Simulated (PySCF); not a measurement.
Electronic absorption of GeH2Me(pyrrolidide)

Compound: GeH2Me(pyrrolidide), C5H13GeN.
SMILES: `[H][Ge]([H])([CH3])[N]1CCCC1`

Level of theory: PySCF, TDDFT B3LYP/def2-SVPD, vertical, gas phase, core orbitals frozen in the response. Isolated species at its PBE0-D3(BJ)/def2-SVP geometry (one conformer only). Relativistic effects, spin–orbit coupling among them, are left out although an element past zinc is present.

| state | E (eV) | ν̃ (cm⁻¹) | f | \|μ\| (D) | main configurations (H = HOMO, L = LUMO) |
| --- | --- | --- | --- | --- | --- |
| S1 | 5.11 | 41230 | 0.028 | 1.20 | H→L (95%) |
| S2 | 5.49 | 44270 | 0.0051 | 0.50 | H→L+1 (94%) |
| S3 | 5.79 | 46700 | 0.016 | 0.84 | H→L+2 (97%) |
| S4 | 6.09 | 49100 | 0.0085 | 0.61 | H→L+3 (96%) |
| S5 | 6.19 | 49940 | 0.0042 | 0.42 | H→L+4 (98%) |
| S6 | 6.54 | 52770 | 0.0034 | 0.37 | H→L+6 (82%), H→L+5 (9%) |
| S7 | 6.63 | 53440 | 0.044 | 1.33 | H→L+5 (83%), H→L+6 (10%) |
| S8 | 6.79 | 54760 | 0.034 | 1.15 | H→L+7 (90%) |
| S9 | 6.98 | 56260 | 0.0048 | 0.42 | H→L+8 (92%) |
| S10 | 7.02 | 56640 | 0.036 | 1.16 | H→L+9 (94%) |
| S11 | 7.46 | 60180 | 0.022 | 0.88 | H→L+10 (93%) |
| S12 | 7.52 | 60670 | 0.0029 | 0.32 | H→L+11 (94%) |
| S13 | 7.73 | 62360 | 0.023 | 0.88 | H→L+12 (94%) |
| S14 | 7.89 | 63660 | 0.014 | 0.67 | H→L+13 (96%) |
| S15 | 8.03 | 64780 | 0.0065 | 0.46 | H-1→L (73%), H-2→L (15%) |

Triplets, Tamm–Dancoff:

```csv
state,E (eV),λ (nm),"main configurations (H = HOMO, L = LUMO)"
T1,5.02,247.1,H→L (91%)
T2,5.34,232.2,H→L+1 (89%)
T3,5.55,223.3,"H→L+2 (79%), H→L+3 (9%)"
T4,5.91,209.8,"H→L+3 (80%), H→L+2 (13%)"
```

The lowest singlet lies at 5.11 eV (243 nm, ultraviolet) and is weak; its leading configuration is HOMO→LUMO (95%). The most intense listed level is S7 at 6.63 eV (187 nm, f = 0.044), 1.51 eV above S1. Löwdin shares by element: HOMO nitrogen 55%, carbon 17% or more, germanium 5% (atoms not listed hold the other 23%); LUMO germanium 24%, carbon 18% or more, hydrogen 5% or more (atoms not listed hold the other 52%). Of the 15 states listed, 8 reach f = 0.01 and none stays under 0.0005. The oscillator strengths of these states sum to 0.252; summed over the whole spectrum of an exact calculation they would give the number of electrons, 82 (Thomas–Reiche–Kuhn). Weighted by f, the mean energy of these states is 6.73 eV. Singlets were solved by full linear response, triplets in the Tamm–Dancoff approximation.

Without π bonds the low states are Rydberg-like; a valence basis with one diffuse set may place them up to an eV too high.
